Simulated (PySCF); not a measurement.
Species: C5H10O4S.
Atom-mapped SMILES: `[CH3:1][O:2][CH2:3][O:4][C@H:5]1[CH2:6][CH2:7][S:8]1(=[O:9])=[O:10]`

NICS is the negative of the GIAO shielding at a point without a nucleus: at the ring centre (0) and 1 Å above and below it (1); zz is the component along the ring normal. Level: GIAO PBE0/pcSseg-1 (PySCF, non-relativistic, gas phase) on the GFN2-xTB geometry, one conformer.

Ring bond lengths (Å), with Mayer bond orders in brackets: C5–C6 1.531 (0.99), C6–C7 1.529 (1.02), C7–S8 1.838 (0.84), S8–C5 1.863 (0.77).

Question: Give the NICS values of each ring in ppm.

Answer: 
| ring | type | NICS(0) | NICS(1), two faces | NICS(1)zz, two faces | rms pucker (Å) | centre to ring atoms, mean (Å) |
| --- | --- | --- | --- | --- | --- | --- |
| C5–C6–C7–S8 | 4-membered ring with S; formal bonds all single | -3.0 | -2.0 / -0.9 | -0.5 / 3.2 | 0.11 | 1.19 |

Question: What can be read from them?

Answer: 
- C5–C6–C7–S8: mean NICS(1)zz 1.3 ppm, near zero. C5, C6, C7, S8 have four or more neighbours, so the value isn't read as a sign of a π ring current. The two faces differ by 3.7 ppm, so no symmetry operation interchanges them.

Question: Give the inner angles of the rings and the Hirshfeld charges of the ring atoms.

Answer: 
- C5–C6–C7–S8: C5 87.9° (+0.033 e), C6 100.3° (-0.075 e), C7 88.8° (-0.079 e), S8 78.8° (+0.501 e); sum 355.9° against 360° for a flat convex ring.

Question: What are the shieldings of the ring atoms and their hydrogens in the same run (means over atoms taken as equivalent)?

Answer: 
| atoms | environment | σ isotropic (ppm) |
| --- | --- | --- |
| C5 | sp3 carbon bound to oxygen | 76.2 |
| C6 | four-membered-ring carbon | 167.5 |
| C7 | sp3 carbon bound to sulfur | 116.7 |
| S8 | sulfonyl sulfur | 184.0 |
| H on C5 | methine hydrogen | 26.03 |
| H on C6 | methylene hydrogen | 29.42 |
| H on C6 | methylene hydrogen | 29.72 |
| H on C7 | methylene hydrogen | 27.70 |
| H on C7 | methylene hydrogen | 27.93 |

Conformer computed: `[CH3:1][O:2][CH2:3][O:4][C@H:5]1[CH2:6][CH2:7][S:8]1(=[O:9])=[O:10]`: C1–O2–C3–O4 -70°, O2–C3–O4–C5 -67°, C3–O4–C5–C6 -177°.
